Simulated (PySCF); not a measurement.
Al(OH)(OMe)(OiPr), SMILES C[O][Al]([OH])[O]C(C)C (GFN2-xTB optimised geometry):

```
19

Al     0.211    -0.385     0.000
O     -0.570    -1.851     0.000
H     -0.284    -2.755    -0.001
O      1.872    -0.385     0.000
C      3.093     0.293     0.001
H      3.666     0.005     0.887
H      3.659     0.019    -0.894
H      2.952     1.375     0.009
O     -0.593     1.066     0.000
C     -1.856     1.670     0.016
C     -2.561     1.382     1.337
C     -2.692     1.182    -1.162
H     -1.686     2.755    -0.079
H     -2.693     0.306     1.437
H     -3.530     1.873     1.372
H     -1.952     1.734     2.167
H     -2.178     1.399    -2.096
H     -2.818     0.105    -1.079
H     -3.666     1.665    -1.171
```

Computed with CAM-B3LYP/def2-SVP (PySCF 2.14.0).

Task: What are the frontier orbital energies and the dipole moment?

Result: HOMO-2 -9.38 eV, HOMO-1 -9.11 eV, HOMO -9.01 eV, LUMO 1.17 eV, LUMO+1 2.40 eV; dipole moment 0.37 D.

On the same geometry PySCF with PBE/def2-SVP gives HOMO-2 -6.33 eV, HOMO-1 -6.07 eV, HOMO -6.00 eV, LUMO -0.59 eV, LUMO+1 0.65 eV; dipole moment 0.38 D.

Meta-Löwdin charges at CAM-B3LYP/def2-SVP: Al1 1.17, O2 -0.73, H3 0.33, O4 -0.62, C5 -0.04, H6 0.09, H7 0.09, H8 0.09, O9 -0.63, C10 0.19, C11 -0.29, C12 -0.30, H13 0.08, H14 0.10, H15 0.09, H16 0.10, H17 0.09, H18 0.10, H19 0.09.
